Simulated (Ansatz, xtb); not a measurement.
Two isomers of C8H4S

Structure X is `C#Cc1ccc(C#C)s1`, a singlet and structure Y is `C#Cc1ccsc1C#C`, a singlet. Both are isolated molecules in the gas phase, relaxed with r2SCAN-D4/def2-SVP.

X (Å):

```xyz
13

C     2.2058   -0.1637    4.0540
C     1.4190   -0.2461    3.1259
C     0.5145   -0.3560    2.0525
C    -0.3292    0.6189    1.5272
C    -1.1045    0.1574    0.4453
C    -0.8644   -1.1768    0.1284
C    -1.4546   -1.9566   -0.8845
C    -1.9583   -2.6424   -1.7581
S     0.3384   -1.8602    1.1892
H     2.8972   -0.0850    4.8725
H    -0.3670    1.6316    1.9314
H    -1.8263    0.7628   -0.1049
H    -2.4057   -3.2416   -2.5294
```

Y (Å):

```xyz
13

C     1.6728   -0.0282    3.0836
C     0.9015   -0.5092    2.2729
C     0.0065   -1.0782    1.3329
C    -0.2210   -2.4822    1.1759
C    -1.1366   -2.7691    0.1950
C    -0.7657   -0.3167    0.4401
C    -0.8080    1.0815    0.3029
C    -0.8508    2.2935    0.1771
S    -1.7456   -1.3490   -0.5621
H     2.3509    0.4032    3.7961
H     0.2858   -3.2374    1.7784
H    -1.4890   -3.7496   -0.1259
H    -0.8823    3.3622    0.0737
```

Which of the two would you expect CCSD(T)/def2-SVP + ΔMP2/def2-TZVPP electronic energies to favour?

CCSD(T)/def2-SVP + ΔMP2/def2-TZVPP gives E(Y) − E(X) = −0.93 kJ/mol, slightly favouring structure Y, which is too small a margin to settle the true order.

How the difference moves with the method:

```csv
level,geometry,E(Y) − E(X) (kJ/mol),departure from the last row (kJ/mol),"job, with rough time for the two"
GFN2-xTB,GFN2-xTB,+2.61,+3.54,"optimisation, 0.59 s"
HF/STO-3G,GFN2-xTB,+2.33,+3.27,"single point, 2.2 s"
r2SCAN-D4/def2-SVP//GFN2-xTB,GFN2-xTB,+4.29,+5.22,"single point, 11 s"
r2SCAN-D4/def2-SVP,r2SCAN-D4/def2-SVP,+4.10,+5.03,"optimisation, 86 s"
HF/def2-SVP,r2SCAN-D4/def2-SVP,+0.62,+1.56,part of the CCSD(T) run
MP2/def2-SVP,r2SCAN-D4/def2-SVP,+0.94,+1.87,part of the CCSD(T) run
CCSD(T)/def2-SVP,r2SCAN-D4/def2-SVP,+1.07,+2.00,single point
CCSD(T)/def2-SVP + ΔMP2/def2-TZVPP,r2SCAN-D4/def2-SVP,−0.93,,"single point, 7.3 min"
```

As drawn, both hold the same kinds of bond in the same numbers.

The largest departure from CCSD(T)/def2-SVP + ΔMP2/def2-TZVPP is that of r2SCAN-D4/def2-SVP//GFN2-xTB, 5.22 kJ/mol. The last row adds to CCSD(T) the change of the MP2 difference between the two basis sets, here −2.00 kJ/mol.

With thermal terms from frequencies at re-optimised GFN2-xTB minima (ideal gas, soft modes damped towards free rotors, one conformer each, 298.15 K, 1 atm): on the last row, ΔE + ΔZPE = −0.97, ΔH = −1.00, ΔG = −2.81 kJ/mol.

The correlated steps freeze 13 core orbitals. Run with Ansatz 0.2.0, xtb 6.7.1; the last row on 2 threads of AMD EPYC (Zen 3) on a shared host.
